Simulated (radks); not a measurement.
Values are calculated unless marked as measured or tabulated.
Task: Species: the iridium ion Ir50+. Configuration: [Ne] 3s2 3p5.5 3d9 4p0.5 (fractional occupations, a model configuration). Code: a radial shooting solver on a logarithmic mesh with Libxc functionals. Model: scalar-relativistic Kohn-Sham, PBEsol, spin-polarised, spherical densities, finite nucleus; open shells are filled with parallel spins first (spin-orbit coupling, left out, can overturn this in heavy ions); Fermi nuclear charge, rms radius 5.4032 fm. Some entries of the table are withheld. Estimate them.

orbital  occ.  eigenvalue (hartree)  r(max) (bohr)
1s up       1             -2900.538        0.01083
1s down     1             -2900.447        0.01083
2s up       1             -591.5130        0.06223
2s down     1             -591.2996        0.06222
2p up       3             -527.8506        0.05127
2p down     3             -527.6417        0.05127
3s up       1             -209.9798            (1)
3s down     1             -209.6606            (2)
3p up       3             -191.2110         0.1712
3p down   2.5             -190.8873         0.1713
3d up       5             -171.7705         0.1383
3d down     4             -171.4269         0.1384
4p up     0.5             -97.70060         0.3695
4p down     0             -97.42395         0.3697

Result: 
(1) 3s up r(max) (bohr): 0.1731
(2) 3s down r(max) (bohr): 0.1732
